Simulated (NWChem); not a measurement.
System: C$_{3}$H$_{2}$F$_{4}$; SMILES [C@H]1(C(F)(F)[C@H]1F)F

```xyz
9

F      1.7749     0.2020    -1.0649
C      0.5381     0.5308    -0.6559
C     -0.5381    -0.5308    -0.6559
F     -1.7749    -0.2020    -1.0649
C      0.0000     0.0000     0.6306
F      0.7495    -0.8069     1.3754
F     -0.7495     0.8069     1.3754
H      0.2146     1.5444    -0.9234
H     -0.2146    -1.5444    -0.9234
```
Atoms are numbered in this order, from 1.

All runs: NWChem. Coordinates come from a PBE0/def2-SVP optimisation. Atomic charges in e: unrestrained fits to the electrostatic potential beside Mulliken populations; buried atoms are poorly determined by the fit.

Problem. What does the run give for B3LYP/def2-SVP? Quantities: ESP F1; Mulliken F1; ESP C2; Mulliken C2; ESP C3; Mulliken C3; ESP F4; Mulliken F4; ESP C5; Mulliken C5; relative RMS misfit of the potential (%).

Solution. 
```json
{
  "ESP F1": "-0.21",
  "Mulliken F1": "-0.20",
  "ESP C2": "0.12",
  "Mulliken C2": "0.13",
  "ESP C3": "0.12",
  "Mulliken C3": "0.13",
  "ESP F4": "-0.21",
  "Mulliken F4": "-0.20",
  "ESP C5": "0.45",
  "Mulliken C5": "0.35",
  "relative RMS misfit of the potential (%)": "26"
}
```
